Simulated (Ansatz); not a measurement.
Cartesian coordinates in Å:
```
C 1.313 0.026 0.477
Ga -0.282 1.136 0.288
S -2.206 0.242 -0.381
S -1.767 -1.770 -0.580
H 1.733 0.141 1.479
H 2.074 0.350 -0.238
H 1.079 -1.024 0.301
H -0.433 2.672 0.554
H -1.510 -1.773 -1.900
```

Total charge 0; spin multiplicity 1.

(1) List the PBE0/def2-TZVPP orbital energies in eV (Ansatz). (Estimate.)

## Answers

(1) Ansatz gave: Occupied: -10147.28, -2423.02, -2422.72, -1253.15, -1109.34, -1109.24, -1109.21, -277.99, -218.29, -217.99, -162.16, -162.06, -161.90, -161.86, -161.70, -161.65, -151.42, -104.43, -104.19, -104.10, -23.58, -23.43, -23.36, -23.35, -23.29, -21.96, -19.31, -17.99, -12.55, -11.69, -11.51, -11.41, -10.04, -9.29, -8.38, -7.50, -6.78. Lowest empty: -1.23, -0.90, 0.16, 0.78, 1.44, 2.61, 2.90, 3.31.
